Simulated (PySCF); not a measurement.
# Computed records: BClH₃OSi, B₃H₆Si, C₂H₈BN, CH₅AlBO

Calculation on a computer-drawn molecule: the log of a Hartree-Fock and frozen-core CCSD(T) single point meant for a local Hartree-Fock minimum, with one planted fault or none, to be diagnosed. Offsets are logged minus clean, where the clean run is the same molecule without the fault. The reference is restricted for singlets and unrestricted otherwise, and also for a bond in bohr or an excited solution. Adding or removing an electron swaps singlet and doublet. The excited solution moves the top pair (singlet) or top alpha electron (doublet) to the lowest empty orbital. Highest occupied and lowest empty are orbital energies over both spins, largest force is the largest gradient component, triples share is (T) over the correlation energy, the T1 limit is 0.02 restricted and 0.045 unrestricted, electrons count all cores, a negative frequency is imaginary (commonest isotopes), and the dipole is about the centre of nuclear charge. Program: PySCF 2.14.0.

Common to all runs: logged SCF converged yes; possible faults no fault, one electron removed, one electron added, multiplicity raised by two, geometry at a saddle point, SCF held on an excited solution, minimal basis STO-3G, one bond length entered in bohr, all coordinates scaled.

```yaml
- entry: 1
  formula: BClH3OSi
  logged_structure:
    atoms_angstrom:
      - [B, -0.7522, 0.0503, 0.5404]
      - [Si, 0.3378, -1.3734, 1.424]
      - [O, 1.1955, -2.1798, 0.2855]
      - [Cl, 1.6042, -0.3169, 2.6993]
      - [H, -1.7884, 0.603, 0.7433]
      - [H, -0.3607, -2.342, 2.2891]
      - [H, 1.722, -2.9233, 0.5411]
  given:
    meant_charge: 0
    meant_multiplicity: 2
    meant_basis: "cc-pV(D+d)Z"
    logged_electrons: 47
    logged_basis_functions: 89
    logged_spin_squared: 3.7613
    "logged_highest_occupied [eV]": -8.6138
    "logged_lowest_empty [eV]": -2.1231
    "logged_largest_force [hartree/bohr]": 0.031318
    logged_T1_diagnostic: 0.02569
    logged_D1_diagnostic: 0.15522
    logged_triples_share: 0.025863
    logged_CC_converged: "yes"
    "logged_dipole_magnitude [debye]": 3.2735
    logged_SCF_stable_within_its_kind: "yes"
    "logged_energy_HF [hartree]": -849.62771
    "logged_energy_CCSD(T) [hartree]": -850.15212
    drawn_bonds_atom: [1, 2, 2, 1, 2, 3]
    drawn_bonds_other_atom: [2, 3, 4, 5, 6, 7]
    drawn_bonds_order: [1, 1, 1, 1, 1, 1]
  results:
    planted_fault: "multiplicity raised by two"
    "HF_energy_offset_from_clean_run [kcal/mol]": 81.47
    "CCSD(T)_energy_offset_from_clean_run [kcal/mol]": 83.93
- entry: 2
  formula: B3H6Si
  logged_structure:
    atoms_angstrom:
      - [B, 0.0305, 0.1862, -1.4982]
      - [Si, 0.0999, -1.1061, 0.0696]
      - [B, -1.6215, -1.7068, 0.9688]
      - [B, 1.8905, -1.7965, 0.74]
      - [H, 0.075, 1.3549, -1.2732]
      - [H, -0.0528, -0.2595, -2.5994]
      - [H, -2.167, -2.6826, 0.5581]
      - [H, -2.0386, -1.0668, 1.8824]
      - [H, 2.3278, -2.7975, 0.2654]
      - [H, 2.4545, -1.1814, 1.5896]
  given:
    meant_charge: 1
    meant_multiplicity: 1
    meant_basis: "cc-pV(D+d)Z"
    logged_electrons: 33
    logged_basis_functions: 95
    logged_spin_squared: 0.8062
    "logged_highest_occupied [eV]": -21.935
    "logged_lowest_empty [eV]": -14.25
    "logged_largest_force [hartree/bohr]": 0.061426
    "logged_dipole_magnitude [debye]": 1.7881
    logged_SCF_stable_within_its_kind: "no"
    "logged_energy_HF [hartree]": -365.55806
    drawn_bonds_atom: [1, 2, 2, 1, 1, 3, 3, 4, 4]
    drawn_bonds_other_atom: [2, 3, 4, 5, 6, 7, 8, 9, 10]
    drawn_bonds_order: [1, 1, 1, 1, 1, 1, 1, 1, 1]
  results:
    planted_fault: "one electron removed"
    "HF_energy_offset_from_clean_run [kcal/mol]": 354.7
  notes: ["coupled-cluster numbers left out as unreliable"]
- entry: 3
  formula: C2H8BN
  logged_structure:
    atoms_angstrom:
      - [C, -1.0827, 1.191, 1.738]
      - [B, -0.6612, -0.3128, 1.5149]
      - [C, 0.6704, -0.7425, 0.7749]
      - ["N", 0.2712, -0.9782, -0.6332]
      - [H, -0.861, 1.4118, 2.7938]
      - [H, -2.1531, 1.3711, 1.6106]
      - [H, -0.5188, 1.9115, 1.1395]
      - [H, -1.4243, -1.1874, 1.851]
      - [H, 1.4542, 0.0187, 0.7748]
      - [H, 1.1191, -1.6637, 1.1509]
      - [H, -0.4396, -1.6893, -0.6877]
      - [H, -0.1228, -0.1454, -1.0392]
  given:
    meant_charge: 0
    meant_multiplicity: 1
    meant_basis: cc-pVDZ
    logged_electrons: 32
    logged_basis_functions: 96
    logged_spin_squared: 2.0259
    "logged_highest_occupied [eV]": -4.8198
    "logged_lowest_empty [eV]": -0.10472
    "logged_largest_force [hartree/bohr]": 0.040625
    logged_T1_diagnostic: 0.032361
    logged_D1_diagnostic: 0.20486
    logged_triples_share: 0.030295
    logged_CC_converged: "yes"
    "logged_dipole_magnitude [debye]": 6.0643
    logged_SCF_stable_within_its_kind: "yes"
    "logged_energy_HF [hartree]": -159.36501
    "logged_energy_CCSD(T) [hartree]": -159.9814
    drawn_bonds_atom: [1, 2, 3, 1, 1, 1, 2, 3, 3, 4, 4]
    drawn_bonds_other_atom: [2, 3, 4, 5, 6, 7, 8, 9, 10, 11, 12]
    drawn_bonds_order: [1, 1, 1, 1, 1, 1, 1, 1, 1, 1, 1]
  results:
    planted_fault: "multiplicity raised by two"
    "HF_energy_offset_from_clean_run [kcal/mol]": 96.6
    "CCSD(T)_energy_offset_from_clean_run [kcal/mol]": 97.85
- entry: 4
  formula: CH5AlBO
  logged_structure:
    atoms_angstrom:
      - [C, -0.8126, -0.6036, -1.7333]
      - [B, 0.7312, -0.7222, -1.7712]
      - [Al, 2.0245, 1.0567, -1.531]
      - [O, 2.9729, 2.3403, -1.3605]
      - [H, -1.0788, -0.8177, -0.6835]
      - [H, -1.2421, 0.3648, -1.9844]
      - [H, -1.2832, -1.389, -2.3292]
      - [H, 1.3693, -1.723, -1.8592]
      - [H, 3.5357, 3.0889, -1.2618]
  given:
    meant_charge: 1
    meant_multiplicity: 1
    meant_basis: "cc-pV(D+d)Z"
    logged_electrons: 36
    logged_basis_functions: 90
    logged_spin_squared: 0.0
    "logged_highest_occupied [eV]": -11.437
    "logged_lowest_empty [eV]": -9.6159
    "logged_largest_force [hartree/bohr]": 0.059503
    logged_CC_converged: "no"
    "logged_dipole_magnitude [debye]": 0.27109
    logged_SCF_stable_within_its_kind: "no"
    "logged_energy_HF [hartree]": -381.66895
    drawn_bonds_atom: [1, 2, 3, 1, 1, 1, 2, 4]
    drawn_bonds_other_atom: [2, 3, 4, 5, 6, 7, 8, 9]
    drawn_bonds_order: [1, 1, 1, 1, 1, 1, 1, 1]
  results:
    planted_fault: "SCF held on an excited solution"
    "HF_energy_offset_from_clean_run [kcal/mol]": 234.7
  notes: ["CCSD not converged"]
```
